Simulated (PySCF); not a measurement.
Choosing a molecule for a target property.

Species are written as SMILES; each is one conformer at its optimised geometry, gas phase, non-relativistic unless stated. Electronic properties by PySCF.

Dipoles, sizes and rotational constants follow the conformer. The torsions of the flexible species, by atom-mapped SMILES:
- `[CH3:1][c:2]1[cH:3][cH:4][s:5][c:6]1[S:7](=[O:8])(=[O:9])[Cl:10]`: S5–C6–S7–O8 7°
- `[CH3:1][CH2:2][S:3][SiH2:4][C:5]1=[CH:6][CH2:7][C@@H:8]1[F:9]`: C1–C2–S3–Si4 -75°, C2–S3–Si4–C5 -169°, S3–Si4–C5–C6 -9°
- `[CH3:1][CH2:2][SiH2:3][Si@@H:4]([PH2:5])[SiH2:6][SiH3:7]`: C1–C2–Si3–Si4 -168°, C2–Si3–Si4–P5 29°, Si3–Si4–Si6–Si7 -178°, H–P5–Si4–Si3 167°, H–P5–Si4–Si3 75°
- `[CH3:1][CH2:2][C@:3]([CH3:4])([F:5])[S:6](=[O:7])(=[O:8])[Cl:9]`: C1–C2–C3–C4 -55°, C2–C3–S6–O7 49°

Question: Wanted: dipole moment between 1 D and 1.4 D (PBE0/pcSseg-1) and HOMO–LUMO gap below 6.3 eV (PBE0/pcSseg-1), at GFN2-xTB geometries. Which candidate meets both?
A. `CC[SiH2][Si@@H](P)[SiH2][SiH3]`
B. `Cc1ccsc1S(=O)(=O)Cl`
C. `CC[C@](C)(F)S(=O)(=O)Cl`
D. `C#CC=C=C=CC`
E. `CCS[SiH2]C1=CC[C@@H]1F`

Answer: E. Computed values:
| species | dipole moment | HOMO–LUMO gap |
| --- | --- | --- |
| CC[SiH2][Si@@H](P)[SiH2][SiH3] | 0.56 D | 6.39 eV |
| CCS[SiH2]C1=CC[C@@H]1F | 1.30 D | 6.13 eV |
| C#CC=C=C=CC | 1.51 D | 4.52 eV |
| CC[C@](C)(F)S(=O)(=O)Cl | 4.16 D | 7.54 eV |
| Cc1ccsc1S(=O)(=O)Cl | 5.23 D | 5.74 eV |
